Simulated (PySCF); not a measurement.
Isomers of C5H4ClN, one conformer each; single-point electronic energies without zero-point terms and without any empirical dispersion term.

Level: PBE0/pcSseg-1 in PySCF, non-relativistic, each on one gas-phase PBE0-D3(BJ)/def2-SVP geometry that isn't relaxed in the solvent. The solvent is an IEF-PCM continuum (cavity from Bondi-type radii × 1.2). The model holds no explicit solvent molecules, cavitation or dispersion.

```tsv
isomer	relative energy, gas (kcal/mol)	dipole (D)
`Clc1ccccn1` (2-chloropyridine)	0.0	3.42
`Clc1ccncc1` (4-chloropyridine)	1.7	0.72
```

**Question.** How do the relative energies look in chloroform (ε = 4.711)?

**Answer.** 
| isomer | relative energy, solvent (kcal/mol) | E(solvent) − E(gas) (kcal/mol) | dipole in solvent (D) |
| --- | --- | --- | --- |
| `Clc1ccccn1` (2-chloropyridine) | 0.0 | -3.6 | 4.28 |
| `Clc1ccncc1` (4-chloropyridine) | 2.0 | -3.3 | 0.95 |

The order is unchanged. `Clc1ccccn1` (2-chloropyridine) gains most from the continuum, and it has the largest gas-phase dipole. The gains span 0.3 kcal/mol, the gas-phase energies 1.7 kcal/mol.
